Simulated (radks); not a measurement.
Task: All-electron atom: Te+ in [Kr] 4d10 5s2 5p3 (the NIST ground configuration). Method: scalar-relativistic Kohn-Sham, r2SCAN, spin-unpolarised, spherical densities, finite nucleus; meta-GGA in the generalised Kohn-Sham scheme; Fermi nuclear charge, rms radius 4.7423 fm; computed with a radial shooting solver on a logarithmic mesh with Libxc functionals. Some entries of the table are withheld. Estimate them.

orbital,occ.,eigenvalue (hartree),<1/r> (bohr^-1)
1s,2,-1164.725,55.57
2s,2,-179.5036,12.73
2p,6,-161.0605,12.18
3s,2,-36.23366,4.560
3p,6,-30.19766,4.330
3d,10,(1),4.087
4s,2,-6.52950,1.814
4p,6,-4.65043,1.658
4d,10,-1.90241,(2)
5s,2,-0.88030,(3)
5p,3,(4),0.5169

Result: 
(1) 3d eigenvalue (hartree): -21.08710
(2) 4d <1/r> (bohr^-1): 1.369
(3) 5s <1/r> (bohr^-1): 0.6321
(4) 5p eigenvalue (hartree): -0.50974
